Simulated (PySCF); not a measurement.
Rh⁺ (rhodium, charge +1) across methods

[Kr] 4d8, high-spin 3F determinant. Calculation: PySCF 2.14, in aug-cc-pVDZ-PP with ECP28MDF; scalar relativity through the core potential.

```
 method  E (hartree)  mean ε 4p β (eV)  mean ε 4d α (eV)  mean ε 4d β (eV)  Σ⟨r²⟩ (bohr²)   ⟨S²⟩
   BP86    -109.9313           -57.710           -14.204           -13.153          33.96  2.001
wB97M-V    -109.7758           -63.558           -18.206           -17.044          33.73  2.002
   PBE0    -109.8411           -60.777           -15.783           -14.548          33.61  2.001
 r2SCAN    -109.8754           -58.681           -14.292           -13.074          33.58  2.002
    PBE    -109.8506           -57.565           -14.113           -13.005          34.02  2.001
    LDA    -109.6057           -57.728           -14.340           -13.153          34.22  2.001
r2SCAN0    -109.8481           -61.525           -15.958           -14.642          33.36  2.002
    UHF   -109.15502           -69.422           -20.072           -18.340          33.02  2.004
 M06-2X    -109.7645           -63.600           -17.648           -16.278          33.55  2.003
```

Energies and moments cover only the electrons outside the core potential.
